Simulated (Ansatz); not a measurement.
CH2BClO2, SMILES `OB1OC1Cl`, relaxed with RKS PBE-D4/def2-SVP in Ansatz 0.2.0 from a rough embedded geometry. The force threshold is 0.03 eV/Å; the program also tests the step.

Charge 0, multiplicity 1.

Start:

```xyz
7

O     1.639    0.815   -0.663
B     0.255    0.582   -0.404
O    -1.085    0.053   -0.831
C    -0.865   -0.062    0.581
Cl   -0.515   -1.798    0.908
H     2.030   -0.167   -0.785
H    -1.457    0.578    1.194
```

```csv
step,energy (eV),largest force (eV/Å),largest move (Å)
1,-18342.1805,3.292,0.000
2,-18343.1240,2.070,0.194
3,-18343.4022,0.849,0.173
4,-18343.4691,0.686,0.081
5,-18343.6139,0.450,0.200
6,-18343.7176,0.995,0.200
7,-18343.7759,0.255,0.200
8,-18343.7803,0.315,0.081
9,-18343.7852,0.128,0.034
10,-18343.7863,0.027,0.008
```

End:

```xyz
7

O     1.712    0.542   -0.449
B     0.428    0.227   -0.216
O    -0.722   -0.056   -0.881
C    -0.787   -0.123    0.620
Cl   -1.032   -1.750    1.283
H     1.928    0.583   -1.401
H    -1.527    0.576    1.044
```

Run time 8 s (4 threads of a server CPU on a shared host); peak host memory 0.15 GiB.
